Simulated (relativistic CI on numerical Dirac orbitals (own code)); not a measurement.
## Ni⁺: resonant inelastic scattering at the M2,3 edge

Computed with this model: Dirac-Coulomb-Breit CI, orbitals from a KLI potential per configuration, model QED (radiative potential, 1s self-energy scaled to tabulated hydrogen-like ionisation energies), valence Slater integrals scaled by 0.7, Kramers-Heisenberg scattering through one core-hole configuration in a parametric crystal field; configurations [Ar] 3d9 → [Ne] 3s2 3p5 3d10; 10 K; core-hole width 0.8 eV; summed over polarisations. Incident energies are the highest absorption maxima for each field (at most a few, so the weaker spin-orbit partner edge can be absent), on the computed scale of the free ion. Intensities are in per cent of the strongest line above 0.02 eV; levels within 1 cm⁻¹ are merged; final levels count from the ground level, the first row holds all elastic scattering, lines under 0.4 are left out and each table stops after 24 rows. The scale of the Slater integrals is a model choice and moves the terms in proportion.

Field parameters in Wybourne normalisation: D3d B²₀ = −7Dσ, B⁴₀ = −14Dq − 21Dτ, B⁴₃ = −14√(10/7) Dq; Oh B⁴₀ = 21Dq, B⁴₄ = √(5/14) B⁴₀. The field is a parameter set, without covalency.

S is read from ⟨S²⟩ = S(S + 1).

D3d, 10Dq = 4950, Dσ = 540, Dτ = -380 cm⁻¹:

```tsv
Final level (eV)	Degeneracy	Irrep	S	69.4 eV
0.000	2	Γ4	0.50	214.1
0.069	2	Γ5+Γ6	0.50	80.8
0.456	2	Γ4	0.50	97.6
0.678	2	Γ5+Γ6	0.50	100.0
0.698	2	Γ4	0.50	73.8
```

Oh, 10Dq = 12200 cm⁻¹:

```csv
Final level (eV),Degeneracy,Irrep,S,69.9 eV,72 eV
0.000,4,Γ8,0.50,143.7,49.8
1.448,2,Γ7,0.50,100.0,3.5
1.557,4,Γ8,0.50,94.0,87.6
```

For the first field the strongest loss at the lowest incident energy is the level at 0.68 eV (S = 0.50, against 0.50 in the thermal ground state).
